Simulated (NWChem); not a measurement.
System: Si$_{2}$H$_{4}$ClF; SMILES F[SiH2][SiH2]Cl

Input file for NWChem:

```
start job
memory heap 200 mb stack 900 mb global 1100 mb
geometry units angstroms
  Si    -1.394599    -0.475690     0.595839
  F     -2.233783    -0.576100    -0.778853
  Si     0.854848    -0.588375     0.087697
  Cl     1.652901     1.248949    -0.198406
  H     -1.894880     0.758398     1.192334
  H     -1.880649    -1.626712     1.350044
  H      1.168913    -1.360447    -1.117393
  H      1.611712    -1.193277     1.187861
end
basis spherical
  * library 6-31g*
end
dft
  xc b3lyp
  iterations 150
end
driver
  maxiter 120
end
task dft optimize
task dft freq
```

Excerpt of the output:

```
             Northwest Computational Chemistry Package (NWChem) 7.3.0
             --------------------------------------------------------

 C1  symmetry detected

                             Geometry "geometry" -> ""
                             -------------------------

 Output coordinates in angstroms (scale by  1.889725989 to convert to a.u.)

  No.       Tag          Charge          X              Y              Z
 ---- ---------------- ---------- -------------- -------------- --------------
    1 Si                  14.0000    -0.11075817     1.46004169     0.53275205
    2 F                    9.0000     0.72079557     2.23529714    -0.61249353
    3 Si                  14.0000    -0.78671766    -0.58020016    -0.31069916
    4 Cl                  17.0000     0.55990070    -2.03850165     0.08233870
    5 H                    1.0000     0.81576766     1.45537927     1.65995598
    6 H                    1.0000    -1.21526814     2.37603751     0.79908046
    7 H                    1.0000    -0.99651443    -0.60029378    -1.76071829
    8 H                    1.0000    -2.04479542    -1.01205061     0.30562536

 Effective nuclear repulsion energy (a.u.)     270.5711038307

                                Z-matrix (autoz)
                                --------

 Units are Angstrom for bonds and degrees for angles

[...]

      ----------------------
      Optimization converged
      ----------------------

  Step       Energy      Delta E   Gmax     Grms     Xrms     Xmax
  ---- ---------------- -------- -------- -------- -------- --------
@   12   -1141.51708810 -1.7D-08  0.00001  0.00000  0.00075  0.00159
                                     ok       ok       ok       ok

                                Z-matrix (autoz)
                                --------

 Units are Angstrom for bonds and degrees for angles

[...]

 Rotational Constants
 --------------------
 A=   0.208302 cm-1  (  0.299693 K)
 B=   0.050711 cm-1  (  0.072960 K)
 C=   0.044927 cm-1  (  0.064638 K)

 Temperature                      =   298.15K
 frequency scaling parameter      =   1.0000

 Zero-Point correction to Energy  =   24.685 kcal/mol  (  0.039338 au)
 Thermal correction to Energy     =   28.714 kcal/mol  (  0.045759 au)
 Thermal correction to Enthalpy   =   29.306 kcal/mol  (  0.046703 au)

 Total Entropy                    =   82.293 cal/mol-K
   - Translational                =   40.089 cal/mol-K (mol. weight = 113.9524)
   - Rotational                   =   27.609 cal/mol-K (symmetry #  =        1)
   - Vibrational                  =   14.594 cal/mol-K

 Cv (constant volume heat capacity) =   20.939 cal/mol-K
   - Translational                  =    2.979 cal/mol-K
   - Rotational                     =    2.979 cal/mol-K
   - Vibrational                    =   14.980 cal/mol-K

[normal modes left out]

 ----------------------------------------------------------------------------
 Normal Eigenvalue ||           Projected Infra Red Intensities
  Mode   [cm**-1]  || [atomic units] [(debye/angs)**2] [(KM/mol)] [arbitrary]
 ------ ---------- || -------------- ----------------- ---------- -----------
    1        0.000 ||    0.000273           0.006         0.266       0.044
    2        0.000 ||    0.000059           0.001         0.058       0.009
    3        0.000 ||    0.000714           0.016         0.696       0.114
    4        0.000 ||    0.001556           0.036         1.517       0.249
    5        0.000 ||    0.000083           0.002         0.081       0.013
    6        0.000 ||    0.000289           0.007         0.282       0.046
    7       51.816 ||    0.001584           0.037         1.544       0.253
    8      103.237 ||    0.001161           0.027         1.132       0.186
    9      181.642 ||    0.011424           0.264        11.136       1.828
   10      399.095 ||    0.019774           0.456        19.277       3.164
   11      439.846 ||    0.042515           0.981        41.446       6.802
   12      540.349 ||    0.050464           1.164        49.195       8.074
   13      548.472 ||    0.008413           0.194         8.201       1.346
   14      701.810 ||    0.008117           0.187         7.913       1.299
   15      752.759 ||    0.017090           0.394        16.660       2.734
   16      836.969 ||    0.389788           8.993       379.985      62.366
   17      865.834 ||    0.026078           0.602        25.422       4.173
   18      915.626 ||    0.238527           5.503       232.528      38.165
   19      955.090 ||    0.058723           1.355        57.246       9.396
   20      965.854 ||    0.111522           2.573       108.717      17.844
   21     2237.874 ||    0.081373           1.877        79.327      13.020
   22     2250.303 ||    0.176660           4.076       172.217      28.266
   23     2261.451 ||    0.027862           0.643        27.161       4.458
   24     2267.479 ||    0.225942           5.213       220.259      36.151
 ----------------------------------------------------------------------------
```

Level: B3LYP/6-31G* (spherical d).
